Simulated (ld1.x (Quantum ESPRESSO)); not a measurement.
**What one change does to a pseudopotential (S, ultrasoft)**

S (Z = 16), ultrasoft, made with ld1.x (Quantum ESPRESSO) 7.5 (LDA (PZ), scalar-relativistic). Core [Ne], reference 3s2 3p4. Waves: 3s (bound): rcut 1.15, rcutus 1.60 bohr; 3s channel at 2.15 Ry: rcut 1.15, rcutus 1.60 bohr; 3p (bound): rcut 1.45, rcutus 1.55 bohr; 3p channel at 0.85 Ry: rcut 1.45, rcutus 1.55 bohr; 3d channel at 0.15 Ry: rcut 0.95, rcutus 1.35 bohr; 3d channel at 2 Ry: rcut 0.95, rcutus 1.35 bohr. Local part: all-electron potential smoothed inside 1.25 bohr (lloc = -1). Core correction: none. Augmentation charge: built from norm-conserving waves at rcut, not smoothed further.

Change: functional PBE.

Cutoffs: the cutoffs (Ry, on a coarse ladder) from which the occupation-weighted sum of valence levels, in a spherical-Bessel basis at the reference potential, stays within 10 and 1 mRy of its value at 400 Ry; they do not see the model core or the augmentation charge, which bear on the density cutoff. Errors are all-electron minus pseudo energies relative to the spin-unpolarised reference configuration.

How do hardness, ghosts and transferability respond?

The potential gets neither clearly harder nor softer (18 Ry and 30 Ry → 18 Ry and 30 Ry); the number of tests with a reliable result goes from 9 to 7; of the 7 tests that both files solve, the error grows in 1 and shrinks in 4 by more than 15 % and 0.3 meV (median size 5.6 → 8.1 meV); neither file shows a bound ghost.

| quantity | base | changed |
| --- | --- | --- |
| cutoff, loose | 18 Ry | 18 Ry |
| cutoff, tight | 30 Ry | 30 Ry |
| bound ghosts | none | none |
| error for 3s2 3p3, meV [ΔE 11.86 → 11.77 eV] | +2.0 | +0.1 |
| error for 3s2 3p2, meV [ΔE 34.24 → 34.05 eV] | +23 | +8.1 |
| error for 3s2 3p1, meV [ΔE 68.39 → 68.09 eV] | +105 | +46 |
| error for 3s2 3p0, meV [ΔE 115.38 → 114.89 eV] | +333 | +160 |
| error for 3s1 3p4, meV [ΔE 22.66 → 22.65 eV] | +5.6 | +8.9 |
| error for 3s2 3p4.3, meV [ΔE -1.74 → -1.71 eV] | +0.2 | +0.2 |
| error for 3s2 3p3.5, meV [ΔE 4.71 → 4.66 eV] | +0.1 | -0.2 |
| s: phases at 1.75 bohr within 0.05 rad from the reference energy up to (Ry; the scan ends near 5) | to the end of the scan | to the end of the scan |
| p: phases at 1.75 bohr within 0.05 rad from the reference energy up to (Ry; the scan ends near 5) | to the end of the scan | to the end of the scan |
| d: phases at 1.75 bohr within 0.05 rad from the reference energy up to (Ry; the scan ends near 5) | to the end of the scan | to the end of the scan |
| lowest overlap eigenvalue by channel | s 0.39, p 0.65, d 0.96 | s 0.40, p 0.66, d 0.96 |
